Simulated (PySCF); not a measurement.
# 4-(methylthio)aniline, C7H9NS

Cartesian coordinates in Å; atom numbers follow the order of the lines, from 1:
```xyz
18

C     3.463   -0.312   -0.564
S     2.524   -0.191    0.962
C     0.860   -0.017    0.393
C     0.464   -0.032   -0.948
C    -0.877    0.108   -1.298
C    -1.872    0.268   -0.325
N    -3.198    0.459   -0.674
C    -1.468    0.281    1.022
C    -0.133    0.142    1.371
H     3.354    0.590   -1.184
H     4.515   -0.405   -0.261
H     3.187   -1.203   -1.148
H     1.198   -0.156   -1.745
H    -1.155    0.097   -2.356
H    -3.878    0.226    0.038
H    -3.465    0.119   -1.588
H    -2.218    0.408    1.808
H     0.148    0.157    2.428
```

Method: PySCF, TDDFT CAM-B3LYP/aug-cc-pVDZ excited states, vertical, gas phase. Geometry: PBE0-D3(BJ)/def2-SVP.

Task: How strongly do the lowest singlets absorb one photon, and two photons of half the energy?

Result: δ for parallel linear polarisation; σ at the peak of a Lorentzian of half width 0.1 eV, single beam; Ω is circular over linear.
| state | E (eV) | f | photon λ (nm) | δ (au) | σ (GM) | Ω | main |
| --- | --- | --- | --- | --- | --- | --- | --- |
| S1 | 4.34 | 0.033 | 571 | 3.51 | 0.02 | 0.54 | HOMO→LUMO+3 0.82, HOMO→LUMO+2 0.10 |
| S2 | 4.54 | 0.008 | 547 | 96.9 | 0.73 | 1.41 | HOMO→LUMO 0.88 |
| S3 | 4.77 | 0.002 | 520 | 36 | 0.30 | 1.32 | HOMO→LUMO+1 0.79 |
| S4 | 5.00 | 0.263 | 496 | 33.9 | 0.31 | 1.18 | HOMO→LUMO+5 0.42, HOMO→LUMO+4 0.28 |
| S5 | 5.12 | 0.027 | 485 | 25.2 | 0.24 | 1.42 | HOMO→LUMO+2 0.50, HOMO→LUMO+5 0.15 |
| S6 | 5.24 | 0.007 | 473 | 29.3 | 0.29 | 1.47 | HOMO→LUMO+4 0.28, HOMO→LUMO+2 0.28 |

Among these, the strongest one-photon state is S4, the strongest two-photon state S2, with a dipole change of 11.0 D (relaxed, norm of the difference vector).
